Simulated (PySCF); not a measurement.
AlAs from Hartree–Fock to correlated methods

State: ³Σ⁻ (triplet), unpaired electrons π ↑↑. Set-up: basis Al def2-SVP, As def2-SVP; no relativity; PySCF 2.14. De refers to Al + As in their high-spin ground configurations, without counterpoise correction. The functionals are run spin-unrestricted. A positive dipole means Al(−)As(+).

| Level | Re (Å) | ωe (cm⁻¹) | De (eV) | μ (D) |
| --- | --- | --- | --- | --- |
| UHF | 2.541 | 303 | 1.00 | -1.09 |
| UHF-MP2 | 2.523 | 309 | 1.63 | n/a |
| UHF-SCS-MP2 | 2.533 | 304 | 1.60 | n/a |
| UHF-CCSD | 2.533 | 303 | 1.61 | n/a |
| UHF-CCSD(T) | 2.535 | 301 | 1.68 | n/a |
| PBE | 2.556 | 291 | 2.23 | -0.53 |
| r²SCAN | 2.534 | 299 | 2.14 | -0.57 |
| M06-L | 2.537 | 296 | 2.22 | -0.51 |
| TPSSh | 2.539 | 299 | 2.09 | -0.58 |
| B3LYP | 2.550 | 293 | 2.13 | -0.76 |
| PBE0 | 2.532 | 303 | 2.10 | -0.69 |
| CAM-B3LYP | 2.519 | 307 | 2.07 | -0.83 |

(1) Which functional lies closest to UHF-CCSD(T) in De, which farthest, and by how much do they differ from it?

(2) What does a quarter of exact exchange do here, going from PBE to PBE0?

(3) What does second-order correlation do here, going from UHF to UHF-MP2?

Correlated steps freeze 14 core orbitals. Correlated levels converge slowly with the basis: in double zeta they bind strong bonds too weakly, by up to about 1 eV, and carry superposition errors of some tenths. Spin–orbit coupling is left out. The state was picked by a PBE0 search and need not be the measured ground state.

Results:

(1) Closest is CAM-B3LYP (-1.6 pm in Re, +2.0 % in ωe, +0.39 eV in De against UHF-CCSD(T) in the same basis), farthest PBE (+2.1 pm in Re, -3.3 % in ωe, +0.55 eV in De). CCSD(T) converges more slowly with the basis than the functionals do and binds too weakly in this one, so the order can change at the basis-set limit.

(2) PBE0 less PBE: -2.4 pm in Re, +4.1 % in ωe, -0.13 eV in De. Exact exchange removes part of the self-interaction that spreads semilocal densities, and in most molecules shortens and stiffens the bond and lowers De; so it does here.

(3) UHF-MP2 less UHF: -1.8 pm in Re, +2.0 % in ωe, +0.63 eV in De. Correlation nearly always deepens the well. The bond shortens, as in weak, metallic or heavy-atom bonds, where dispersion and the correlation of outer-core electrons pull the atoms together.
